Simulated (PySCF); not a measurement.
## Be (beryllium, neutral) across methods

[He] 2s1 2p1, high-spin 3P determinant (an excited configuration). Calculation: PySCF 2.14, in aug-cc-pCVDZ; the non-relativistic Hamiltonian (point nucleus). The B2PLYP total includes its PT2 part (frozen core); its orbital energies are those of the SCF part.

| method | E (hartree) | mean ε 1s β (eV) | mean ε 2s α (eV) | mean ε 2p α (eV) | Σ⟨r²⟩ (bohr²) | ⟨S²⟩ |
| --- | --- | --- | --- | --- | --- | --- |
| MN15 | -14.5481 | -111.71 | -7.725 | -3.477 | 19.98 | 2.000 |
| B2PLYP | -14.5554 | -118.54 | -8.680 | -4.884 | 18.30 | 2.000 |
| r2SCANh | -14.5690 | -110.78 | -7.244 | -3.598 | 18.33 | 2.000 |
| UHF | -14.51247 | -128.55 | -10.786 | -6.675 | 18.40 | 2.000 |
| CAM-B3LYP | -14.5569 | -113.28 | -8.927 | -5.164 | 18.22 | 2.000 |
| r2SCAN | -14.5689 | -108.76 | -6.831 | -3.253 | 18.37 | 2.000 |
| PBE | -14.5429 | -106.35 | -6.577 | -3.093 | 18.62 | 2.000 |
| PBE0 | -14.5509 | -112.07 | -7.710 | -4.040 | 18.39 | 2.000 |
| LDA | -14.3559 | -105.15 | -6.552 | -3.024 | 18.88 | 2.000 |
